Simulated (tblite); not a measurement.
C5H4F3NS.
Numbering: `[CH3:1][S:2]/[C:3]([F:4])=[C:5](\[C:6]#[N:7])[CH:8]([F:9])[F:10]` (hydrogens: H11, H12, H13 on C1; H14 on C8)

Computed with GFN2-xTB (tblite), gas phase: Langevin dynamics at 200 K from the optimised GFN2-xTB geometry, time step 0.5 fs, friction 0.01 fs⁻¹, 2000 steps.

The start geometry, which sets the zero of energy:
```
atom  x, y, z in Å
C1     -2.308   -0.120   -1.760
S2     -1.810   -0.367   -0.027
C3     -0.116    0.003   -0.131
F4      0.327    0.340   -1.347
C5      0.741   -0.032    0.912
C6      0.287   -0.386    2.198
N7     -0.064   -0.672    3.251
C8      2.202    0.302    0.751
F9      2.983   -0.741    1.122
F10     2.554    1.341    1.544
H11    -2.119    0.908   -2.054
H12    -1.768   -0.811   -2.400
H13    -3.371   -0.331   -1.792
H14     2.460    0.565   -0.287
```

**Question.** These frames come from the run, each turned onto the start geometry. Order them by potential energy, lowest first.
A.
```
atom  x, y, z in Å
C1     -2.340   -0.207   -1.721
S2     -1.814   -0.031    0.020
C3     -0.086    0.148   -0.174
F4      0.418    0.472   -1.363
C5      0.780    0.031    0.865
C6      0.236   -0.275    2.122
N7     -0.228   -0.630    3.092
C8      2.278    0.281    0.749
F9      2.878   -0.887    0.785
F10     2.651    0.969    1.827
H11    -2.389    0.769   -2.217
H12    -1.663   -0.918   -2.192
H13    -3.316   -0.549   -1.699
H14     2.594    0.826   -0.115
```
B.
```
atom  x, y, z in Å
C1     -2.318   -0.139   -1.754
S2     -1.832   -0.174   -0.020
C3     -0.133    0.123   -0.137
F4      0.298    0.321   -1.362
C5      0.732    0.022    0.876
C6      0.335   -0.309    2.202
N7     -0.097   -0.539    3.240
C8      2.233    0.244    0.768
F9      2.853   -0.952    0.969
F10     2.634    1.171    1.661
H11    -2.548    0.871   -2.077
H12    -1.534   -0.558   -2.385
H13    -3.214   -0.720   -1.796
H14     2.590    0.638   -0.208
```
C.
```
atom  x, y, z in Å
C1     -2.312   -0.315   -1.736
S2     -1.850    0.105    0.011
C3     -0.093    0.278   -0.152
F4      0.289    0.809   -1.288
C5      0.787   -0.039    0.863
C6      0.309   -0.485    2.107
N7     -0.241   -0.781    3.078
C8      2.236    0.380    0.789
F9      3.045   -0.760    0.594
F10     2.651    0.932    1.915
H11    -1.588    0.234   -2.362
H12    -2.366   -1.383   -1.836
H13    -3.290    0.015   -1.943
H14     2.423    1.009   -0.062
```
D.
```
atom  x, y, z in Å
C1     -2.397   -0.120   -1.804
S2     -1.820   -0.055   -0.102
C3     -0.043    0.172   -0.149
F4      0.507    0.303   -1.399
C5      0.723    0.070    0.918
C6      0.230   -0.160    2.281
N7      0.055   -0.460    3.381
C8      2.256    0.166    0.785
F9      2.821   -1.065    0.912
F10     2.660    1.045    1.735
H11    -2.971    0.742   -2.015
H12    -1.623   -0.224   -2.547
H13    -3.031   -1.045   -1.861
H14     2.632    0.631   -0.157
```

**Answer.** B (0.174 eV), A (0.263 eV), C (0.370 eV), D (0.439 eV).

In the order of the answer:

```
t (fs)  E above start (eV)  largest force (eV/Å)  rms force component (eV/Å)  rms distance from start (Å)  rms bond change (Å)  bond most changed (Å)
   100               0.174                  1.48                       0.420                        0.229                0.013           C3–F4 -0.023
   550               0.263                  2.01                       0.750                        0.267                0.022          C1–H13 -0.050
   275               0.370                  1.98                       0.701                        0.500                0.029           C8–F9 +0.057
   750               0.439                  2.56                       0.767                        0.421                0.031           C5–C6 +0.058
```

The cost below is that of the whole dynamics run. On one thread, Intel Xeon Platinum 8375C at 2.90 GHz (x86_64) (shared host), this took 17 s and 0.18 GiB of memory at its peak.
